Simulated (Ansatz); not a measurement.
Geometry optimisation, RKS PBE-D4/def2-SVP in Ansatz 0.2.0.

Input file:

```yaml
crystal:
  periodic: [false, false, false]
  atoms:
    - { symbol: B, position_ang: [-0.7791, 1.3151, 0.4316] }
    - { symbol: C, position_ang: [0.1533, 0.285, -0.221] }
    - { symbol: S, position_ang: [1.4247, 1.168, -1.1507] }
    - { symbol: As, position_ang: [1.0626, -0.7862, 1.2068] }
    - { symbol: Se, position_ang: [-0.8375, -0.8605, -1.4686] }
    - { symbol: H, position_ang: [-1.4175, 2.1254, -0.2792] }
    - { symbol: H, position_ang: [-0.9636, 1.4147, 1.593] }
    - { symbol: H, position_ang: [2.1284, -0.0024, -1.5637] }
    - { symbol: H, position_ang: [2.49227, -0.07116, 0.8865] }
    - { symbol: H, position_ang: [0.72871, 0.2281, 2.30622] }
    - { symbol: H, position_ang: [-1.8516, -1.2776, -0.3444] }
basis:
  gaussian: { orbitals: def2-SVP }
hamiltonian:
  xc: pbe
  dispersion: d4
relax:
  f_tol: 0.015
  max_steps: 40
```

Command:

```bash
$ ansatz run input.yaml --threads 2 --pin off --max-ram 3072MiB --backend cpu --events-out ev --progress --plain --runs-dir out
```

Task: Where does it end, and by what steps?

Result: The run converged. After 20 steps the energy has fallen by 1.307 eV; H9 moved furthest, 1.22 Å. Joined: B1–Se5.

```tsv
step	energy less start (eV)	largest force component (eV/Å)	accepted
0	0.0000	1.449	yes
1	-0.5143	1.004	yes
2	-0.6917	0.547	yes
3	-0.8876	0.729	yes
4	-1.0673	0.673	yes
5	-1.0935	1.073	yes
6	-1.1355	0.330	yes
7	-1.1702	0.643	yes
8	-1.2210	0.135	yes
9	-1.2124	0.339	no
10	-1.2392	0.101	yes
11	-1.2537	0.128	yes
12	-1.2700	0.288	yes
13	-1.2942	0.087	yes
14	-1.2997	0.169	yes
15	-1.3049	0.102	yes
16	-1.3043	0.078	no
17	-1.3066	0.038	yes
18	-1.3069	0.028	yes
19	-1.3071	0.017	yes
20	-1.3071	0.006	yes
```

```xyz
11
Properties=species:S:1:pos:R:3
B -1.110 1.250 0.130
C 0.298 0.558 -0.028
S 1.451 1.393 -1.080
As 0.933 -0.599 1.460
Se -1.150 -0.530 -1.132
H -1.361 2.206 -0.582
H -1.761 1.041 1.137
H 2.392 0.406 -1.192
H 2.120 -1.216 0.683
H 1.845 0.503 2.039
H -1.518 -1.475 -0.039
```

Run time: 32 s on 2 threads of AMD EPYC 9R45 96-Core Processor (Zen 5), with other jobs on the host, peak memory 0.24 GiB.
